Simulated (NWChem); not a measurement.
System: CH$_{4}$ClFSi; SMILES FC[SiH2]Cl

Here is an NWChem input.

```
start job
memory heap 200 mb stack 900 mb global 1100 mb
geometry units angstroms noautosym nocenter noautoz
  F      0.870314     1.962404    -0.266927
  C     -0.154095     1.488847     0.519865
  Si    -0.830958    -0.141478    -0.163241
  Cl     0.601399    -1.623086     0.002051
  H      0.207300     1.356874     1.555596
  H     -0.968435     2.237703     0.551618
  H     -1.187007     0.013458    -1.598837
  H     -2.023410    -0.533854     0.641233
end
basis spherical
  F library pcsseg-1
  C library pcsseg-1
  Si library pcsseg-1
  Cl library pcsseg-1
  H library pcsseg-1
end
dft
  xc kt2
  iterations 150
end
property
  shielding
end
task dft property
```

Excerpt of the output:

```
             Northwest Computational Chemistry Package (NWChem) 7.3.0
             --------------------------------------------------------

                             Geometry "geometry" -> ""
                             -------------------------

 Output coordinates in angstroms (scale by  1.889725989 to convert to a.u.)

  No.       Tag          Charge          X              Y              Z
 ---- ---------------- ---------- -------------- -------------- --------------
    1 F                    9.0000     0.87031400     1.96240400    -0.26692700
    2 C                    6.0000    -0.15409500     1.48884700     0.51986500
    3 Si                  14.0000    -0.83095800    -0.14147800    -0.16324100
    4 Cl                  17.0000     0.60139900    -1.62308600     0.00205100
    5 H                    1.0000     0.20730000     1.35687400     1.55559600
    6 H                    1.0000    -0.96843500     2.23770300     0.55161800
    7 H                    1.0000    -1.18700700     0.01345800    -1.59883700
    8 H                    1.0000    -2.02341000    -0.53385400     0.64123300

 Effective nuclear repulsion energy (a.u.)     212.3976287078

                              NWChem Property Module
                              ----------------------

  itol2e modified to match energy
  convergence criterion.

                                 NWChem DFT Module
                                 -----------------

 Summary of "ao basis" -> "ao basis" (spherical)
 ------------------------------------------------------------------------------
       Tag                 Description            Shells   Functions and Types
 ---------------- ------------------------------  ------  ---------------------
 F                          pcsseg-1                 7       17   3s3p1d
 C                          pcsseg-1                 7       17   3s3p1d
 Si                         pcsseg-1                10       24   4s5p1d
 Cl                         pcsseg-1                10       24   4s5p1d
 H                          pcsseg-1                 3        5   2s1p

  itol2e modified to match energy
  convergence criterion.

            General Information
            -------------------
          SCF calculation type: DFT
          Wavefunction type:  closed shell.
          No. of atoms     :     8
          No. of electrons :    50
           Alpha electrons :    25
            Beta electrons :    25
          Charge           :     0
          Spin multiplicity:     1
          Use of symmetry is: off; symmetry adaption is: off
          Maximum number of iterations: 150
          AO basis - number of functions:   102
                     number of shells:    46
          Convergence on energy requested:  1.00D-07
          Convergence on density requested:  1.00D-05
          Convergence on gradient requested:  5.00D-04

              XC Information
              --------------
                          KT2 Method XC Functional
                        Slater Exchange Functional  1.072 local
                           KT1 gradient correction  1.000 non-local
            Perdew 1991 LDA Correlation Functional  0.577 local

             Grid Information
             ----------------
          Grid used for XC integration:  fine
          Radial quadrature: Mura-Knowles
          Angular quadrature: Lebedev.
          Tag              B.-S. Rad. Rad. Pts. Rad. Cut. Ang. Pts.
          ---              ---------- --------- --------- ---------
          F                   0.50       70          11.0       590
          C                   0.70       70          10.0       590
          Si                  1.10      123          10.0       770
          Cl                  1.00      123          12.0       770
          H                   0.35       60          11.0       590
          Grid pruning is: on
          Number of quadrature shells:   626
          Spatial weights used:  Erf1

      Superposition of Atomic Density Guess
      -------------------------------------

 Sum of atomic energies:        -887.26781099

      Non-variational initial energy
      ------------------------------

 Total energy =    -888.541765
 1-e energy   =   -1649.673069
 2-e energy   =     548.733675
 HOMO         =      -0.339770
 LUMO         =       0.050758

   convergence    iter        energy       DeltaE   RMS-Dens  Diis-err
 ---------------- ----- ----------------- --------- --------- ---------
 d= 0,ls=0.0,diis     1   -897.8410383477 -1.11D+03  1.21D-02  1.18D+00
 d= 0,ls=0.0,diis     2   -897.7881525237  5.29D-02  8.99D-03  1.18D+00
 d= 0,ls=0.0,diis     3   -897.8905421093 -1.02D-01  2.46D-03  2.82D-01
 d= 0,ls=0.0,diis     4   -897.9144621402 -2.39D-02  7.23D-04  7.12D-03
 d= 0,ls=0.0,diis     5   -897.9150119305 -5.50D-04  2.74D-04  1.03D-03
  Resetting Diis
 d= 0,ls=0.0,diis     6   -897.9151341289 -1.22D-04  6.27D-05  3.35D-05
 d= 0,ls=0.0,diis     7   -897.9151384618 -4.33D-06  2.18D-05  1.42D-06
 d= 0,ls=0.0,diis     8   -897.9151383800  8.18D-08  1.23D-05  2.07D-06
 d= 0,ls=0.0,diis     9   -897.9151386566 -2.77D-07  1.60D-06  5.79D-08
 d= 0,ls=0.0,diis    10   -897.9151386625 -5.93D-09  3.77D-07  4.57D-09

         Total DFT energy =     -897.915138662531
      One electron energy =    -1654.013221304613
           Coulomb energy =      618.350166507918
    Exchange-Corr. energy =      -74.649712573663
 Nuclear repulsion energy =      212.397628707827

 Numeric. integr. density =       49.999999186400

                       DFT Final Molecular Orbital Analysis
                       ------------------------------------

 Vector   23  Occ=2.000000D+00  E=-3.069535D-01
              MO Center=  4.1D-01,  9.7D-01,  1.5D-01, r^2= 3.6D+00
   Bfn.  Coefficient  Atom+Function         Bfn.  Coefficient  Atom+Function
  ----- ------------  ---------------      ----- ------------  ---------------
    83     -0.264362  5 H  s                  9      0.258784  1 F  pz
    12      0.243533  1 F  pz                 7      0.227625  1 F  px
    10      0.216743  1 F  px                73      0.195116  4 Cl py
    88      0.181241  6 H  s                 76      0.177275  4 Cl py
    72      0.146935  4 Cl px                 6      0.141256  1 F  pz

 Vector   24  Occ=2.000000D+00  E=-2.864134D-01
              MO Center=  4.7D-02, -1.2D+00, -1.1D-01, r^2= 2.8D+00
   Bfn.  Coefficient  Atom+Function         Bfn.  Coefficient  Atom+Function
  ----- ------------  ---------------      ----- ------------  ---------------
    74      0.458875  4 Cl pz                77      0.391813  4 Cl pz
    93      0.204974  7 H  s                 98     -0.204577  8 H  s
    72     -0.176197  4 Cl px                99     -0.174011  8 H  s
    94      0.166014  7 H  s                 75     -0.149970  4 Cl px
    50     -0.127172  3 Si pz                73     -0.123078  4 Cl py

 Vector   25  Occ=2.000000D+00  E=-2.685953D-01
              MO Center=  6.1D-02,  5.1D-01,  8.7D-02, r^2= 3.8D+00
   Bfn.  Coefficient  Atom+Function         Bfn.  Coefficient  Atom+Function
  ----- ------------  ---------------      ----- ------------  ---------------
     8      0.224638  1 F  py                11      0.224178  1 F  py
    73     -0.221154  4 Cl py                25     -0.214135  2 C  py
    76     -0.190664  4 Cl py                49      0.184725  3 Si py
    20      0.169433  2 C  s                 72     -0.156696  4 Cl px
    28     -0.153632  2 C  py                75     -0.144485  4 Cl px

 Vector   26  Occ=0.000000D+00  E=-3.595206D-02
              MO Center= -7.1D-01, -1.9D-01, -1.8D-01, r^2= 4.1D+00
   Bfn.  Coefficient  Atom+Function         Bfn.  Coefficient  Atom+Function
  ----- ------------  ---------------      ----- ------------  ---------------
    52      0.819055  3 Si py                51     -0.744196  3 Si px
    62      0.694069  4 Cl s                 75     -0.388137  4 Cl px
    76      0.378129  4 Cl py                37     -0.319802  3 Si s
    20     -0.286064  2 C  s                 38     -0.270035  3 Si s
    49      0.265833  3 Si py                48     -0.261725  3 Si px

 Vector   27  Occ=0.000000D+00  E=-4.046496D-03
              MO Center= -6.0D-01,  3.5D-01, -6.7D-02, r^2= 5.0D+00
   Bfn.  Coefficient  Atom+Function         Bfn.  Coefficient  Atom+Function
  ----- ------------  ---------------      ----- ------------  ---------------
    20      0.999090  2 C  s                 99     -0.951359  8 H  s
    52     -0.857700  3 Si py                51     -0.833151  3 Si px
    89     -0.337188  6 H  s                 84     -0.327370  5 H  s
    28     -0.314489  2 C  py                27     -0.288604  2 C  px
    49     -0.232471  3 Si py                 3      0.225005  1 F  s

[...]

          -----------------------------------------
          Chemical Shielding Tensors (GIAO, in ppm)
          -----------------------------------------

                                NWChem CPHF Module
                                ------------------

  scftype          =     RHF
  nclosed          =       25
  nopen            =        0
  variables        =     1925
  # of vectors     =        3
  tolerance        = 0.10D-03
  level shift      = 0.00D+00
  max iterations   =       50
  max subspace     =       30

 SCF residual:    1.8595695023661589E-005

Iterative solution of linear equations
  No. of variables     1925
  No. of equations        3
  Maximum subspace       30
        Iterations       50
       Convergence  1.0D-04

   iter   nsub   residual    time
   ----  ------  --------  ---------
     1      3    6.82D-06      40.2

      Atom:    1  F
        Diamagnetic
    479.2019      8.5942    -13.5381
      8.5942    469.8550     -4.4384
    -13.5381     -4.4384    473.1821

        Paramagnetic
    -34.1978    -15.6649     48.7240
    -15.6649    -11.2310     -6.2471
     48.7240     -6.2471    -25.4325

        Total Shielding Tensor
    445.0041     -7.0707     35.1859
     -7.0707    458.6240    -10.6855
     35.1859    -10.6855    447.7496

           isotropic =     450.4592
          anisotropy =      55.0629

          Principal Components and Axis System
                 1           2           3
              487.1678    453.1635    411.0463

      1         0.6250      0.3168      0.7135
      2        -0.4047      0.9130     -0.0509
      3         0.6676      0.2569     -0.6988

      Atom:    2  C
        Diamagnetic
    250.8030      5.6975     -5.3760
      5.6975    251.8419     -0.4393
     -5.3760     -0.4393    246.1418

        Paramagnetic
   -129.6706     23.9541    -34.0021
     23.9541   -159.6980    -11.8453
    -34.0021    -11.8453   -148.6562

        Total Shielding Tensor
    121.1324     29.6516    -39.3780
     29.6516     92.1439    -12.2846
    -39.3780    -12.2846     97.4856

           isotropic =     103.5873
          anisotropy =      90.6514

          Principal Components and Axis System
                 1           2           3
              164.0216     82.2887     64.4516

      1         0.7544     -0.0280      0.6558
      2         0.4001      0.8116     -0.4256
      3        -0.5204      0.5835      0.6235

      Atom:    3  Si
        Diamagnetic
    883.3653     -2.8117      0.8215
     -2.8117    886.6436      0.4176
      0.8215      0.4176    877.3739

        Paramagnetic
   -510.4855    -30.5089     29.0243
    -30.5089   -479.8422      3.0373
     29.0243      3.0373   -546.0062

        Total Shielding Tensor
    372.8798    -33.3206     29.8458
    -33.3206    406.8014      3.4549
     29.8458      3.4549    331.3677

           isotropic =     370.3496
          anisotropy =      88.0497

          Principal Components and Axis System
                 1           2           3
              429.0494    370.2587    311.7408

      1        -0.5598      0.6454     -0.5197
      2         0.8163      0.5372     -0.2122
      3        -0.1422      0.5430      0.8276

      Atom:    4  Cl
        Diamagnetic
   1150.9034     -4.0738      0.4688
     -4.0738   1153.6001     -0.2107
      0.4688     -0.2107   1146.9497

        Paramagnetic
   -166.4672      5.2603     47.4262
      5.2603   -136.4247     15.9563
     47.4262     15.9563   -162.1257

        Total Shielding Tensor
    984.4362      1.1865     47.8950
      1.1865   1017.1754     15.7457
     47.8950     15.7457    984.8240

           isotropic =     995.4785
          anisotropy =      65.7822

          Principal Components and Axis System
                 1           2           3
             1039.3334   1011.6816    935.4207

      1         0.5780     -0.4331      0.6917
      2         0.4930      0.8607      0.1269
      3         0.6503     -0.2677     -0.7110

      Atom:    5  H
        Diamagnetic
     23.4018      0.8528      3.4025
      0.8528     25.1846      0.2259
      3.4025      0.2259     37.9467

        Paramagnetic
      0.8766      0.6622     -5.9178
      0.6622      0.1228      0.1857
     -5.9178      0.1857     -8.4482

        Total Shielding Tensor
     24.2784      1.5150     -2.5152
      1.5150     25.3074      0.4117
     -2.5152      0.4117     29.4986

           isotropic =      26.3615
          anisotropy =       6.2382

          Principal Components and Axis System
                 1           2           3
               30.5203     26.1436     22.4205

      1        -0.3814      0.4273      0.8197
      2        -0.0379      0.8788     -0.4757
      3         0.9236      0.2125      0.3190

      Atom:    6  H
        Diamagnetic
     32.3956     -7.4577     -2.3875
     -7.4577     32.5016      1.7676
     -2.3875      1.7676     22.3725

        Paramagnetic
     -4.2950      6.4962     -1.0164
      6.4962     -5.9361     -0.8626
     -1.0164     -0.8626      2.5780

        Total Shielding Tensor
     28.1006     -0.9615     -3.4039
     -0.9615     26.5655      0.9050
     -3.4039      0.9050     24.9505

           isotropic =      26.5389
          anisotropy =       6.2201

          Principal Components and Axis System
                 1           2           3
               30.6856     26.1729     22.7582

      1         0.7985      0.2903      0.5273
      2        -0.3009      0.9512     -0.0681
      3        -0.5214     -0.1043      0.8469

      Atom:    7  H
        Diamagnetic
     24.3235     -0.8662      5.4901
     -0.8662     23.8321     -1.3546
      5.4901     -1.3546     35.0593

        Paramagnetic
      0.3515     -0.8462     -1.6863
     -0.8462      0.6222      0.1137
     -1.6863      0.1137     -6.7516

        Total Shielding Tensor
     24.6749     -1.7124      3.8038
     -1.7124     24.4543     -1.2410
      3.8038     -1.2410     28.3078

           isotropic =      25.8123
          anisotropy =       8.1973

          Principal Components and Axis System
                 1           2           3
               31.2772     24.1869     21.9729

      1         0.5327     -0.1671      0.8297
      2        -0.2790      0.8908      0.3585
      3         0.7990      0.4225     -0.4279

      Atom:    8  H
        Diamagnetic
     34.5339      2.6941     -6.4033
      2.6941     24.4736     -1.7260
     -6.4033     -1.7260     24.7364

        Paramagnetic
     -4.1813     -2.4339      3.5421
     -2.4339      0.0538      1.0519
      3.5421      1.0519     -1.3284

        Total Shielding Tensor
     30.3526      0.2603     -2.8612
      0.2603     24.5274     -0.6742
     -2.8612     -0.6742     23.4080

           isotropic =      26.0960
          anisotropy =       7.9743

          Principal Components and Axis System
                 1           2           3
               31.4122     24.6273     22.2485

      1         0.9376     -0.1436      0.3168
      2         0.0688      0.9694      0.2356
      3        -0.3409     -0.1991      0.9188
```

Level: KT2/pcSseg-1, GIAO. Structure relaxed at the PBE0/def2-SVP level. The printed shielding anisotropy is the first printed principal value minus the mean of the other two.
